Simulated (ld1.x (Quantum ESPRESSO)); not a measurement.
LDA (PZ) ultrasoft dataset for He, scalar-relativistic all-electron reference.

| Quantity | Value |
| --- | --- |
| Element | helium |
| Generator | ld1.x (Quantum ESPRESSO) 7.5 |
| Type | ultrasoft |
| Functional | LDA (PZ) |
| Relativity | scalar-relativistic |
| Frozen core | none |
| Valence charge | 2 |
| Reference configuration | 1s2 |
| Partial waves | 1s (bound): rcut 0.70, rcutus 0.80 bohr; 1s channel at 0.9 Ry: rcut 0.70, rcutus 0.80 bohr; 2p channel at 0.35 Ry: rcut 0.55, rcutus 0.65 bohr; 2p channel at 1.05 Ry: rcut 0.55, rcutus 0.65 bohr |
| Local potential | all-electron potential smoothed inside 0.80 bohr (lloc = -1) |
| Core correction | none |
| Augmentation charge | built from norm-conserving waves at rcut, not smoothed further |

What the tests gave:

| Quantity | Value |
| --- | --- |
| Cutoffs needed | 55 Ry and 80 Ry (the cutoffs (Ry, on a coarse ladder) from which the occupation-weighted sum of valence levels, in a spherical-Bessel basis at the reference potential, stays within 10 and 1 mRy of its value at 400 Ry) |
| Ghost test | no extra level below or beside the all-electron valence levels (s, p, d, f tested) (spherical-Bessel basis up to 400 Ry, 20 bohr box) |
| Largest excitation error | +13 meV (all-electron minus pseudo) for 1s1, out of 2 test configurations |
| Lowest eigenvalue of the overlap operator | 0.99 (s channel) |

Generation and tests took about 0.48 s on one core of a shared server CPU.
